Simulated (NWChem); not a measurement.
Molecule: SiH$_{4}$TeSO; SMILES [Te](S)O[SiH3]

```xyz
8

Te     0.6394    -0.5205     0.0521
S     -1.5090    -1.5582     0.0130
H     -1.4751    -2.0075    -1.2640
O      0.2169     1.2837    -0.6983
Si    -0.5128     2.5058     0.1873
H     -1.8838     2.1107     0.6324
H     -0.5994     3.6878    -0.7171
H      0.2990     2.8534     1.3953
```
Atoms are numbered in this order, from 1.

Results from NWChem. Structure relaxed at the PBE0/def2-SVP level. def2 effective core potentials on Te; no spin-orbit coupling. Total energies of different functionals are on different scales.

| level | energy (Ha) | highest occupied level (eV) | orbital gap (eV) | dipole (D) |
|---|---|---|---|---|
| B3LYP/def2-SVP | -1033.2068 | -6.19 | 4.29 | 1.34 |
| PBE/def2-SVP | -1032.6674 | -5.28 | 2.72 | 1.23 |
| N12/def2-SVP | -1033.6888 | -5.03 | 2.70 | 1.29 |
| LC-BLYP (range parameter 0.33 per bohr)/def2-SVP | -1032.2569 | -8.62 | 8.90 | 1.38 |
| KT2/def2-SVP | -1041.3474 | -5.34 | 2.64 | 1.18 |
| HCTH/407/def2-SVP | -1033.8300 | -5.39 | 2.76 | 1.28 |
| CAM-B3LYP/def2-SVP | -1033.0599 | ? | ? | 1.38 |

Question: Some entries are withheld; supply them.

Answer: 
- CAM-B3LYP/def2-SVP, highest occupied level (eV): -7.69
- CAM-B3LYP/def2-SVP, orbital gap (eV): 7.08
